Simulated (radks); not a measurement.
The lead ion Pb2+, configuration [Xe] 4f14 5d10 6s1.5 7s0.5 (fractional occupations, a model configuration). Calculated with a radial shooting solver on a logarithmic mesh with Libxc functionals: scalar-relativistic Kohn-Sham, exchange-only LDA, spin-polarised, spherical densities, finite nucleus; open shells are filled with parallel spins first (spin-orbit coupling, left out, can overturn this in heavy ions); Fermi nuclear charge, rms radius 5.5012 fm.

Normalised radial functions P(r) = r R(r), r in bohr:

```
   r/bohr * 5d down (the largest magnitude, 0.982, reaches the edge; | marks zero)
 0.003059                             *
 0.003589                             *
 0.004246                             *
 0.004983                             *
 0.005847                             *
 0.006862                             *
 0.008052                             *
  0.00945                             *
  0.01109                             *
  0.01301                             *
  0.01539                             *
  0.01807                             |*
   0.0212                             |*
  0.02488                             |*
  0.02919                             | *
  0.03426                             |  *
   0.0402                             |  *
  0.04718                             |    *
  0.05581                             |     *
  0.06549                             |      *
  0.07686                             |       *
  0.09019                             |        *
   0.1058                             |        *
   0.1242                             |       *
   0.1458                             |     *
   0.1711                             | *
   0.2023                          *  |
   0.2375                     *       |
   0.2787                 *           |
    0.327               *             |
   0.3837                 *           |
   0.4503                      *      |
   0.5285                             |*
   0.6202                             |        *
   0.7336                             |                 *
   0.8609                             |                       *
     1.01                             |                          *
    1.186                             |                          *
    1.391                             |                       *
    1.633                             |                  *
    1.916                             |             *
    2.248                             |         *
     2.66                             |     *
    3.121                             |  *
    3.663                             |*
    4.298                             |*
    5.044                             *
    5.919                             *
    6.946                             *
    8.152                             *
    9.643                             *
    11.32                             *
    13.28                             *
    15.58                             *
```

5d down: eigenvalue -38.968 eV, 2 radial nodes at r = 0.183, 0.523 bohr, <r> = 1.29 bohr, 90 % of the charge inside 1.94 bohr.
